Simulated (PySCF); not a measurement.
CH4BIO. Atoms are numbered in the order given.

```xyz
8

B     -0.5881    -1.0363     0.0000
H     -1.7714    -1.2783     0.0000
I      0.0299     1.0114     0.0000
O      0.3497    -1.9777     0.0000
C      0.0576    -3.3579     0.0000
H      0.5063    -3.8168    -0.8929
H      0.5063    -3.8168     0.8929
H     -1.0281    -3.5434     0.0000
```

Geometry: PBE0-D3(BJ)/def2-SVP. The def2 effective core potentials stand for the cores of I; spin–orbit coupling is left out. The values are those of a single conformer.

These are PBE/def2-TZVP run with PySCF values and carry that method's errors.

Symmetry labels are those of the subgroup Cs that the program uses (full group Cs).

Computed valence orbital energies around the gap with their symmetry:
| orbital | symmetry | energy (eV) |
|---|---|---|
| HOMO−7 | A' | -11.99 |
| HOMO−6 | A" | -11.76 |
| HOMO−5 | A' | -10.58 |
| HOMO−4 | A' | -8.82 |
| HOMO−3 | A" | -8.44 |
| HOMO−2 | A' | -7.55 |
| HOMO−1 | A" | -6.50 |
| HOMO | A' | -6.22 |
| LUMO | A" | -1.64 |
| LUMO+1 | A' | -0.17 |
| LUMO+2 | A' | 0.34 |
| LUMO+3 | A' | 1.24 |
